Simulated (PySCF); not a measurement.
## Calculated data, C2H6GeN, CH6BGeO, CH8AlGeN

All values are calculated (PySCF 2.14.0). Calculation on a computer-drawn molecule: optimised geometry and harmonic frequencies of an isolated molecule of the commonest isotopes, restricted reference for singlets and unrestricted otherwise, frozen core in MP2; on germanium a core potential holds 10 electrons, which the energies leave out, and 3d is frozen in MP2 and coupled-cluster steps.

Common to all runs: method HF; basis and core potential on germanium cc-pVDZ-PP ECP10MDF.

(1) C2H6GeN

Start structure:
```xyz
10
C2H6GeN
C      0.0908     1.4469    -1.4542
N      0.6168     0.3161    -1.3653
Ge     0.2269    -1.3601    -0.5291
C      2.1197    -1.6546     0.0783
H     -0.8134     1.8204    -0.9163
H      0.6618     2.1543    -2.1351
H      0.2619    -2.0104    -1.9185
H      2.3572    -1.0047     1.0337
H      2.2294    -2.6989     0.3740
H      2.8113    -1.3694    -0.7245
```

| Quantity | Value |
| --- | --- |
| charge | 0 |
| multiplicity | 2 |
| basis | cc-pVDZ |
| rotational constants | 11.49, 2.999, 2.564 GHz |
| total energy | -427.0130 hartree |
| spin squared | 0.7697 |
| convergence status largest gradient component | 1.291e-05 hartree/bohr |

Drawn bonds:
```csv
atom,other atom,order
1,2,1
2,3,2
3,4,1
1,5,1
1,6,1
3,7,1
4,8,1
4,9,1
4,10,1
```

Optimised structure:
```xyz
10
C2H6GeN
C      0.1025     1.4977    -1.4735
N      0.7808     0.4598    -1.6395
Ge     0.4632    -1.1636    -0.7658
C      2.1373    -1.6705     0.1304
H     -0.7592     1.5879    -0.8008
H      0.3555     2.4088    -2.0238
H      0.1094    -2.1828    -1.8690
H      2.3766    -0.9592     0.9221
H      2.0480    -2.6680     0.5641
H      2.9483    -1.6706    -0.6014
```

Modes:
```csv
frequency (cm⁻¹),reduced mass (dalton)
81.59,2.922
120.7,1.048
181,3.023
287.7,3.122
563.4,1.17
570.8,1.165
585.7,3.61
610.3,4.132
758.7,1.141
844.8,1.252
914.9,1.205
1215,1.355
1301,1.379
1361,1.22
1550,1.054
1555,1.054
1610,1.164
1825,5.522
2151,1.021
3152,1.055
3179,1.032
3235,1.113
3273,1.104
3281,1.104
```

(2) CH6BGeO

Start structure:
```xyz
10
CH6BGeO
B      0.6441    -1.3883    -1.5509
O      0.3955    -1.2556    -0.2003
Ge     0.2117    -1.0561     1.4120
C     -1.3586     0.0405     1.8955
H      1.3453    -0.6241    -2.0753
H      0.1043    -2.3297    -2.1144
H      1.3476    -1.9041     2.1009
H     -2.0654    -0.5721     2.5159
H     -1.0363     0.8937     2.4564
H     -1.8301     0.3336     0.9002
```

| Item | Value |
| --- | --- |
| charge | 1 |
| multiplicity | 1 |
| basis | cc-pVDZ |
| rotational constants | 14.44, 2.768, 2.408 GHz |
| total energy | -434.0684 hartree |
| convergence status largest gradient component | 1.395e-05 hartree/bohr |

Drawn bonds:
```csv
atom,other atom,order
1,2,1
2,3,1
3,4,1
1,5,1
1,6,1
3,7,1
4,8,1
4,9,1
4,10,1
```

Optimised structure:
```xyz
10
CH6BGeO
B      0.7055    -1.4531    -1.6407
O      0.2961    -1.1861    -0.3391
Ge     0.1104    -1.0218     1.3245
C     -1.3620     0.0238     1.9517
H      1.4777    -0.6945    -2.1363
H      0.2448    -2.4151    -2.1687
H      1.1667    -1.7547     2.1160
H     -1.9849    -0.6046     2.5914
H     -0.9687     0.8528     2.5439
H     -1.9275     0.3910     1.0974
```

Modes:
```csv
frequency (cm⁻¹),reduced mass (dalton)
23.2,2.656
46.19,1.145
63.57,3.544
177.1,1.1
214.7,4.2
506,1.069
609.2,4.329
674.5,5.662
771.1,1.105
883.9,1.225
946,1.226
1035,1.285
1124,1.335
1293,3.686
1335,1.359
1389,1.211
1526,1.046
1530,1.05
2352,1.022
2742,1.042
2859,1.138
3187,1.031
3288,1.103
3329,1.107
```

(3) CH8AlGeN

Start structure:
```xyz
12
CH8AlGeN
C     -0.8217     0.4048    -0.5502
Ge     1.1433     0.1351    -0.1776
N      1.6116     1.4878     0.8765
Al     0.4411     2.8294     1.2198
H     -1.3596     0.1478     0.3614
H     -1.1612    -0.1972    -1.3847
H     -0.9602     1.4661    -0.7349
H      1.4581    -1.1383     0.5216
H      1.9400     0.1101    -1.5125
H      2.5312     1.4635     1.1741
H     -0.6055     2.6678     2.3828
H      0.3343     4.0792     0.3000
```

| Property | Result |
| --- | --- |
| charge | 0 |
| multiplicity | 1 |
| basis | cc-pV(D+d)Z |
| rotational constants | 6.926, 1.821, 1.482 GHz |
| total energy | -632.3114 hartree |
| convergence status largest gradient component | 1.118e-05 hartree/bohr |

Drawn bonds:
```csv
atom,other atom,order
1,2,1
2,3,1
3,4,1
1,5,1
1,6,1
1,7,1
2,8,1
2,9,1
3,10,1
4,11,1
4,12,1
```

Optimised structure:
```xyz
12
CH8AlGeN
C     -0.8914     0.1071    -0.5392
Ge     1.0407     0.1745    -0.2591
N      1.4963     1.7021     0.6801
Al     0.5704     3.0583     1.3524
H     -1.4228     0.0894     0.4138
H     -1.1437    -0.7991    -1.0943
H     -1.2321     0.9711    -1.1122
H      1.5077    -1.0622     0.5285
H      1.7748     0.1745    -1.6116
H      2.4928     1.7488     0.8283
H     -0.9977     3.0905     1.1806
H      1.3564     4.2012     2.1091
```

Modes:
```csv
frequency (cm⁻¹),reduced mass (dalton)
34.47,1.887
136.8,3.328
159.1,1.022
191.8,1.362
234.7,3.672
481.1,2.026
490.2,1.058
545.8,1.082
616.1,3.147
650.8,2.102
657.6,1.172
729.1,1.148
787.6,1.321
841.1,1.076
887.9,1.996
921.1,1.227
947.4,1.273
989.2,1.145
1230,1.324
1383,1.228
1558,1.052
1559,1.051
1986,1.054
2000,1.03
2174,1.023
2203,1.015
3183,1.034
3270,1.103
3279,1.104
3741,1.074
```
